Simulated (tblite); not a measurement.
Compound: C7H3ClFO (doublet state).
SMILES with atom numbers: `[O:1]=[c:2]1[cH:3][cH:4][c:5][cH:6][c:7]([F:8])[c:9]1[Cl:10]` (hydrogens: H11 on C3; H12 on C4; H13 on C6)
Bond orders are those of one Lewis drawing.

Computed with GFN2-xTB (tblite), gas phase: L-BFGS steps from a force-field or distance-geometry start until the largest atomic force falls under 0.01 eV/Å.

Geometry at step 12:
```
atom  x, y, z in Å
O1     -0.8896    2.4773    0.3917
C2     -0.5556    1.3387    0.1185
C3     -1.5864    0.3404   -0.1309
C4     -1.4968   -1.0137   -0.1594
C5     -0.3289   -1.7280    0.0412
C6      0.9752   -1.4814    0.1235
C7      1.5339   -0.1721    0.0196
F8      2.8812   -0.1565    0.0274
C9      0.8859    1.0270   -0.0210
Cl10    1.8503    2.4476   -0.1156
H11    -2.5614    0.7960   -0.2569
H12    -2.4070   -1.5870   -0.3164
H13     1.6946   -2.2878    0.2606
```

Q: What forces act on the atoms?

A: 
```json
{"atom": "O1", "Fx (eV/Å)": "-0.040", "Fy (eV/Å)": "0.129", "Fz (eV/Å)": "-0.014"}
{"atom": "C2", "Fx (eV/Å)": "0.002", "Fy (eV/Å)": "-0.004", "Fz (eV/Å)": "-0.066"}
{"atom": "C3", "Fx (eV/Å)": "-0.021", "Fy (eV/Å)": "-0.007", "Fz (eV/Å)": "0.069"}
{"atom": "C4", "Fx (eV/Å)": "-0.026", "Fy (eV/Å)": "-0.123", "Fz (eV/Å)": "-0.032"}
{"atom": "C5", "Fx (eV/Å)": "0.038", "Fy (eV/Å)": "-0.034", "Fz (eV/Å)": "-0.006"}
{"atom": "C6", "Fx (eV/Å)": "0.036", "Fy (eV/Å)": "-0.133", "Fz (eV/Å)": "0.039"}
{"atom": "C7", "Fx (eV/Å)": "0.102", "Fy (eV/Å)": "-0.002", "Fz (eV/Å)": "0.003"}
{"atom": "F8", "Fx (eV/Å)": "-0.089", "Fy (eV/Å)": "-0.009", "Fz (eV/Å)": "-0.082"}
{"atom": "C9", "Fx (eV/Å)": "0.032", "Fy (eV/Å)": "-0.051", "Fz (eV/Å)": "0.076"}
{"atom": "Cl10", "Fx (eV/Å)": "0.042", "Fy (eV/Å)": "-0.001", "Fz (eV/Å)": "0.007"}
{"atom": "H11", "Fx (eV/Å)": "-0.029", "Fy (eV/Å)": "-0.015", "Fz (eV/Å)": "0.049"}
{"atom": "H12", "Fx (eV/Å)": "0.074", "Fy (eV/Å)": "0.067", "Fz (eV/Å)": "-0.065"}
{"atom": "H13", "Fx (eV/Å)": "-0.122", "Fy (eV/Å)": "0.183", "Fz (eV/Å)": "0.022"}
```

The largest, 0.22 eV/Å, acts on H13; the rms over all components is 0.066 eV/Å. The forces sum to zero within rounding, as they must for an isolated molecule in no field.

Q: Give the force on H13 in Eh/bohr and in nN.

A: 0.221 eV/Å ÷ 51.422 = 0.00430 Eh/bohr, and 0.221 eV/Å × 1.602 = 0.35 nN.

Q: How far is this geometry from the end of the optimisation?

A: 0.043 eV above it, and 0.208 Å rms away after alignment. The bonds farthest from their final lengths, with half the difference of the two atoms' forces along the bond (positive lengthens):

```tsv
bond	now (Å)	final (Å)	force along bond (eV/Å)
C4–C5	1.384	1.367	+0.01
C3–C4	1.357	1.370	+0.06
C2–C9	1.481	1.494	+0.01
C6–C7	1.427	1.438	+0.07
C5–C6	1.330	1.320	-0.01
C6–H13	1.089	1.081	-0.17
```

The angle farthest from its final value is C5–C6–C7, 123.3° against 119.3°.

Of the 5 listed bonds off by 0.010 Å or more, this force points towards the final length in 4.

What follows is the cost of the whole relaxation. On one thread of an Arm Neoverse V2, shared host, this took 0.42 s.
